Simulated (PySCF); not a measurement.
## Ionising RbBe

PBE; basis Rb x2c-SVPall, Be x2c-SVPall; spin-free X2C with a Gaussian nucleus; PySCF 2.14. Neutral (UKS): doublet (σ ↑), Re = 3.499 Å, ωe = 156 cm⁻¹, De = 0.38 eV, HOMO -2.54 eV, LUMO -1.82 eV.

RbBe⁺ (UKS): singlet (closed shell), Re = 3.659 Å, ωe = 119 cm⁻¹, De = 0.23 eV to Rb⁺ + Be. The energies at the minima are -2994.93605 hartree for RbBe and -2994.77236 for RbBe⁺.

Question: Work out the adiabatic ionisation energy, without and with harmonic zero-point energies (1 hartree = 27.2114 eV, 1 eV = 8065.5 cm⁻¹), and the change of the bond length.

Answer: At PBE: 0.16369 hartree = 4.454 eV between the minima; the zero-point term (119.0 − 156.0)/2 cm⁻¹ = -0.002 eV makes it 4.452 eV. Re changes by +16.0 pm against the neutral. The electron leaves a σ orbital; in so polar a molecule the change of length follows mostly from the change of the ionic charges.

Closed-shell solutions of metal pairs were not tested for spin polarisation, which can lower them a little. Weak bonds: RbBe, RbBe⁺. Basis-set superposition, not corrected here, can be much of De in a small basis, most of all at correlated wavefunction levels. For an ion De counts to the pair picked by the measured ionisation energies or electron affinities, which need not be the lowest pair at this level. States were picked by a PBE0 search and need not be the measured ground states.
